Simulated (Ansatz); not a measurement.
Si₄⁻, relaxed as a doublet with UKS B3LYP-D4/def2-TZVPD in Ansatz, starting from the GFN1-xTB geometry. Force threshold 0.02 eV/Å.

The structure comes from a short search, and lower isomers may exist.

Start:

```xyz
4

Si   -1.484   -0.103    1.152
Si   -0.636    0.891   -0.739
Si    0.635   -0.892    0.737
Si    1.485    0.105   -1.150
```

| step | energy (eV) | largest force component (eV/Å) | SCF passes |
| --- | --- | --- | --- |
| 1 | -31512.5227 | 1.460 | 17 |
| 2 | -31512.8455 | 1.025 | 25 |
| 3 | -31512.9174 | 0.457 | 21 |
| 4 | -31512.9331 | 0.056 | 20 |
| 5 | -31512.9333 | 0.009 | 17 |

Force components are those of the run's own axes.

End:

Cartesian coordinates in Å:
```
Si -1.577 -0.111 1.222
Si -0.567 0.796 -0.659
Si 0.567 -0.796 0.659
Si 1.577 0.110 -1.222
```

By distances, no bond broke or formed. The bond that changes most is Si2–Si3, from 2.64 to 2.36 Å (atoms count from 1).

No frequencies were taken in this run, so the end may be a saddle point.

Hardware: 4 threads of Arm Neoverse V1 on a shared host. Wall time 17 s, peak host memory 0.55 GiB.
